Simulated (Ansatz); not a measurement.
A nudged elastic band was laid between two geometries of CH2AlFSi (6 atoms, charge 0, multiplicity 1).

The calculation used RKS PBE/6-31G* in Ansatz 0.2.0.

| Quantity | Value |
| --- | --- |
| movable images | 7 |
| climbing image | yes |
| spring | 5.0 eV/Å² |
| optimiser | quadratic models (default) |
| start path | IDPP |
| force threshold | 0.03 eV/Å |
| iteration limit | 60 |
| end points | relaxed |

First end point:

```xyz
6
Properties=species:S:1:pos:R:3
F 1.753 -2.627 1.405
Si 1.078 -1.495 0.461
C 0.023 -0.191 0.681
Al -0.725 1.075 -0.553
H -0.416 1.098 -2.125
H -1.714 2.140 0.131
```

Last end point:

```xyz
6
Properties=species:S:1:pos:R:3
F 1.601 -2.512 1.756
Si 0.716 -1.257 1.236
C 0.426 -0.499 -0.249
Al -0.641 1.019 -0.737
H -0.579 1.376 -2.301
H -1.523 1.873 0.294
```

Question: What changes between the two ends?

Answer: No bond is made or broken. The dihedral Si2–C3–Al4–H5 changes from -1 to 179° by way of a nearly straight angle Si2–C3–Al4 (up to 180°), not by a turn about the bond. The two ends are copies of one structure, up to a mirror image or an exchange of like atoms.

Question: What energy profile does the band end with?

Answer: It converged. The highest image is number 4 of 0 to 8, 47.8 kJ/mol above the ends, which have the same energy within 2 meV. A vibrational analysis at the climbing image gives 2 clearly imaginary modes (331i, 231i cm⁻¹): a point of higher order, so a lower path passes nearby.

```tsv
image	path coordinate (Å)	energy (kJ/mol)	angle Si2–C3–Al4 (°)
0	0.00	0.0	132
1	0.25	0.6	138
2	0.51	4.6	147
3	0.77	28.7	162
4	1.02	47.8	180
5	1.28	29.2	163
6	1.53	5.0	148
7	1.78	0.6	139
8	2.03	0.0	132
```

Question: What is the geometry of the highest image?

Answer: 
```xyz
6
Properties=species:S:1:pos:R:3
F 1.760 -2.701 1.668
Si 0.979 -1.505 0.928
C 0.195 -0.291 0.182
Al -0.727 1.114 -0.688
H -0.539 1.305 -2.268
H -1.668 2.078 0.179
```

Time of the run: 88 s on 1 thread of Arm Neoverse V2, on a shared host, peak memory 0.25 GiB.
